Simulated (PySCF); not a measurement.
A structure optimised at PBE-D3(BJ)/def2-SVP, used in a PySCF frequency run:

```
S
O 1 1.4584
O 1 1.4676 2 125.17
O 1 1.6635 2 106.56 3 127.21
H 4 0.9830 1 106.00 2 -153.12
C 1 1.8300 2 106.42 4 108.33
F 6 1.3200 1 115.23 2 -42.03
F 6 1.3258 7 112.26 1 133.14
```
Charge 0, spin multiplicity 2.

Q: Write its SMILES and formula.

A: O=S(=O)(O)[C](F)F, CHF₂O₃S

Q: What are its rotational constants (standard atomic weights)?

A: 3.2566, 1.9848, 1.6789 GHz
